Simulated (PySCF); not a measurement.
# SiOCl₂ + 2 HF → SiOF₂ + 2 HCl

Level: PBE0 in the def2-TZVP basis family, all electrons, no relativity, computed in PySCF with density fitting; open shells unrestricted.

```csv
species,state and structure,ZPE (kJ/mol),H(298 K) − H(0) (kJ/mol),S° (J/(mol K))
SiOCl₂,"singlet, C2v, Si–Cl 2.006 Å (×2), Si–O 1.506 Å; Cl–Si–Cl 108.6°, Cl–Si–O 125.7° (×2)",19.2,14.7,301.1
HF,"singlet, C∞v, H–F 0.920 Å",24.9,8.7,173.6
SiOF₂,"singlet, C2v, Si–F 1.564 Å (×2), Si–O 1.501 Å; F–Si–F 104.7°, F–Si–O 127.6° (×2)",25.4,13.0,277.0
HCl,"singlet, C∞v, H–Cl 1.279 Å",17.9,8.7,186.6
```

Task: Is the gas-phase reaction uphill or downhill in electronic energy at this level, and by how much?

Result: At PBE0/def2-TZVP, ΔE = -68.4 kJ/mol, downhill. Ligand exchange with HF takes part in thermal etching.

Task: Add zero-point, thermal and entropy terms for 298.15 K and 1 bar.

Result: ΔZPE = -7.8 and Δ[H(298) − H(0)] = -1.7 kJ/mol give ΔH° = -77.9 kJ/mol. ΔS° = 1.9 J/(mol K), so ΔG° = -77.9 − 298.15 × (0.0019) = -78 kJ/mol and log₁₀K = 13.7.

Only the bonding shown was studied: isomers, or loss of a ligand pair, can lie lower.
